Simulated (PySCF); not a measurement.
# Computed properties of TaOCl2, SMILES [O]=[Ta+]([Cl])[Cl], charge +1, multiplicity 1

TaOCl₂, SMILES [O]=[Ta+]([Cl])[Cl], charge +1, multiplicity 1. The structure is a stationary point at B3LYP-D3(BJ)/def2-SVP. The multiplicity is an assumed one; other spin states were not compared. The isomer is the one that the SMILES or the coordinates give; other isomers of the formula were not compared. The def2 effective core potentials stand for the cores of Ta; spin–orbit coupling is left out. Other conformers were not sampled. All values are computed for the isolated molecule unless a solvent is named; none is compared with measurement here.

**Structure.** The optimised structure has Cs symmetry. All 6 harmonic modes at B3LYP-D3(BJ)/def2-SVP (PySCF) are real, so it is a minimum. With heavy atoms numbered as in [Ta+:1](=[O:2])([Cl:3])[Cl:4], the shortest bond between them is Ta1–O2 at 1.691 Å and the longest Ta1–Cl4 at 2.244 Å.

**Vibrations.** The strongest infrared lines (harmonic, unscaled, degenerate partners summed) lie at 1052 cm⁻¹ (88 km/mol, O 92 %, Ta 8 %), 445 cm⁻¹ (58 km/mol, Cl 77 %, Ta 22 %), 440 cm⁻¹ (18 km/mol, Cl 87 %, Ta 13 %). The softest mode is at 119 cm⁻¹ and the zero-point energy is 3.6 kcal/mol.

**Electronic structure.** CAM-B3LYP/def2-TZVPD (PySCF) places the frontier levels at -16.26 and -9.04 eV, a gap of 7.22 eV and a mean polarisability of 60.2 bohr³.

**Excitations.** TDDFT-CAM-B3LYP/def2-SVPD (PySCF) has S1 at 3.63 eV (342 nm, f = 0.000, dark); the most intense of the 10 singlets computed lies at 4.23 eV (f = 0.03). T1 (TDA) is at 3.53 eV. No vertical singlet excitation falls in the visible range (under 3.1 eV).
